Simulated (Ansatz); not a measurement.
# Ligand exchange: C3H4F4 + HBr → C3H5F3 + BrF

Gas-phase species: C3H4F4 `CC(F)C(F)(F)F`, singlet; HBr (hydrogen bromide), singlet; C3H5F3 (1,1,1-trifluoropropane) `CCC(F)(F)F`, singlet; BrF (bromine fluoride), singlet. The partners trade F for H: C–F and Br–H bonds give way to C–H and Br–F.

Shapes, held fixed at every level: PBE0-D4/def2-TZVP. Programs: Ansatz 0.2.0. The zero-point and thermal change to 298 K, harmonic and unscaled (PBE0-D4/def2-TZVP), is +7.1 kJ/mol.

(1) Estimate ΔH(298 K) of this reaction.

Answers

(1) The highest level, CCSD(T)/def2-TZVPP, gives ΔH(298 K) = +166.4 kJ/mol; the levels span +158.1 to +201.9. The column of differences is taken from that level and isn't an error. No measured value is set beside it here. Relativity is left out for Br. Outer-core shells of Br are correlated, in sets that cover them unevenly.

```
             level                    kind  ΔH(298 K) (kJ/mol)  less CCSD(T)/def2-TZVPP
       HF/def2-SVP            Hartree–Fock              +201.9                    +35.5
     HF/def2-TZVPP            Hartree–Fock              +183.1                    +16.7
wB97M-V/def2-TZVPP  range-separated hybrid              +160.2                     -6.2
 B2PLYP/def2-TZVPP           double hybrid              +158.1                     -8.3
  CCSD(T)/def2-SVP   coupled cluster or CI              +183.7                    +17.3
     CCSD/def2-SVP   coupled cluster or CI              +186.3                    +19.9
CCSD(T)/def2-TZVPP   coupled cluster or CI              +166.4                      0.0
```
